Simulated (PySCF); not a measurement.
Radial density of W⁺ (tungsten, charge +1)

r2SCAN, [Xe] 4f14 5d3 6s2, high-spin 4F determinant (an excited configuration). All numbers are calculated (PySCF 2.14, the spin-free X2C one-electron Hamiltonian (Gaussian nucleus), in ANO-RCC-VTZP).

```csv
r (bohr),4πr²ρ (e/bohr),4πr²(ρα − ρβ)
0.0194,91.68,-0.0027
0.0326,100.3,-0.0011
0.0549,136.1,0.0356
0.0923,106.0,0.1338
0.155,124.4,0.0727
0.261,68.10,0.0260
0.439,75.69,0.2357
0.738,29.38,0.0905
1.24,11.87,1.7637
2.09,2.981,1.3351
3.51,0.7607,0.1618
5.91,0.03472,-0.0039
9.94,0.0001505,0.0001
```

Densities and radii are taken from the X2C orbitals without a picture-change correction, which distorts them close to the nucleus.

Spin-orbit coupling, absent here, splits the open shell strongly.

Where is the radial spin density 4πr²(ρα − ρβ) most negative, and why is it negative at all?

Around r = 5.91 bohr, down to -0.0039 e/bohr: exchange with the open shell polarises the paired shells in an unrestricted calculation.
